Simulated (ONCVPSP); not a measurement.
# calcium: one change to an ONCV potential, before and after

```json
{
  "Element": "Ca (Z = 20)",
  "Generator": "ONCVPSP 4.0.1",
  "Type": "optimised norm-conserving Vanderbilt (ONCV)",
  "Functional": "PW91",
  "Relativity": "fully relativistic",
  "Frozen core": "[Ne]",
  "Valence charge": "10",
  "Reference configuration": "3s2 3p6 4s2",
  "Partial waves": "3s+4s: rc 2.10 bohr, ncon 3, nbas 8, qcut 4.8 1/bohr, 2 projectors; 3p: rc 1.40 bohr, ncon 3, nbas 6, qcut 11.7 1/bohr, 2 projectors, debl 2.4 Ha; d scattering state at 0.11 Ha: rc 2.25 bohr, ncon 4, nbas 8, qcut 3.7 1/bohr, 2 projectors, debl 0.7 Ha",
  "Local potential": "polynomial inside 1.00 bohr (lpopt 5, dvloc0 -1 Ha)",
  "Core correction": "polynomial model core, fcfact 0.55"
}
```

Open shells are filled in proportion to 2j + 1.

In the d channel the program set the typed energies aside and used -0.073, 0.627 Ha (j = l + 1/2; the other j can differ).

Change: local potential polynomial inside 1.00 bohr (lpopt 5, dvloc0 7 Ha).

Cutoffs: the cutoffs (Ha) at which the residual kinetic energy of the hardest occupied pseudo-wave falls to 1 and 0.1 mHa per electron; they do not see the model core or the augmentation charge, which bear on the density cutoff. Errors are all-electron minus pseudo energies relative to the spin-unpolarised reference configuration.

Question: Predict the effect on cutoff, ghosts and configuration errors.

Answer: The potential gets neither clearly harder nor softer (29 Ha and 39 Ha → 29 Ha and 39 Ha); the errors of the 3 common tests hardly move; the range in which the s phases agree widens (upper end 2.8 → 3.8); neither file shows a bound ghost.

```csv
quantity,base,changed
"cutoff, loose",29 Ha,29 Ha
"cutoff, tight",39 Ha,39 Ha
bound ghosts,none,none
GHOST(+) flags under 300 eV,s at 94.3 eV,none
tests with a reliable result,3 of 4,3 of 4
"error for 3s2 3p6 4s1, meV [ΔE 6.34 eV]",-0.2,-0.2
"error for 3s2 3p6 4s0, meV [ΔE 18.20 eV]",-3.2,-3.2
"error for 3s2 3p6 4s1.5, meV [ΔE 2.52 eV]",0.0,0.0
s: phases at 2.13 bohr within 0.05 rad from the reference energy up to (Ha; the scan ends near 5),2.8,3.8
p3/2: phases at 1.42 bohr within 0.05 rad from the reference energy up to (Ha; the scan ends near 5),to the end of the scan,to the end of the scan
p1/2: phases at 1.42 bohr within 0.05 rad from the reference energy up to (Ha; the scan ends near 5),to the end of the scan,to the end of the scan
d5/2: phases at 2.28 bohr within 0.05 rad from the reference energy up to (Ha; the scan ends near 5),1.1,1.3
d3/2: phases at 2.28 bohr within 0.05 rad from the reference energy up to (Ha; the scan ends near 5),1.1,1.3
"rms error of d²Exc/dni dnj with the model core, mHa",4.49,4.49
```
